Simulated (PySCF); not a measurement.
Gas-phase reaction: 2 GaH + 4 HCl = Ga₂H₆ + 2 Cl₂

Energies from PySCF, thermal terms from the rigid-rotor harmonic-oscillator model, ideal gas at 1 bar. † marks an energy on the PBE0/def2-TZVP geometry and frequencies; other levels use their own. MP2 and CCSD(T) freeze the core. All species are closed-shell singlets. B3LYP is the form with VWN-RPA correlation. Ga: all electrons, no relativistic terms. GaH, Ga₂H₆: computed as isolated molecules; such fragments, hydroxides, amides, oligomers or adducts are transient or little studied in the gas. MP2 isn't extrapolated to the basis-set limit; its ΔH°(298 K) is 144.3 kJ in def2-SVP and 95.7 kJ in def2-TZVPP. CCSD(T) isn't extrapolated to the basis-set limit; its ΔH°(298 K) is 157.8 kJ in def2-SVP and 107.7 kJ in def2-TZVPP. The harmonic model lacks anharmonicity and excited electronic states, which grow with temperature; levels with a mode under 35 cm⁻¹ are left out.

```tsv
level	ΔE electronic, kJ	ΔH°(298 K), kJ	ΔS°(298 K), J/K	ΔG°(1800 K), kJ
B3LYP/def2-TZVP†	130	142	-404	850
CCSD(T)/def2-SVP†	146	158	-404	866
CCSD(T)/def2-TZVPP†	96	108	-404	816
MP2/def2-TZVPP†	84	96	-404	804
PBE/def2-SVP	78	88	-401	787
PBE0/def2-TZVP	72	84	-404	792
r2SCAN/def2-TZVP†	43	54	-404	762
LDA/def2-TZVP†	-37	-25	-404	683
```
ΔH° is lowest at LDA/def2-TZVP† and highest at CCSD(T)/def2-SVP†. No reference value is set beside these.
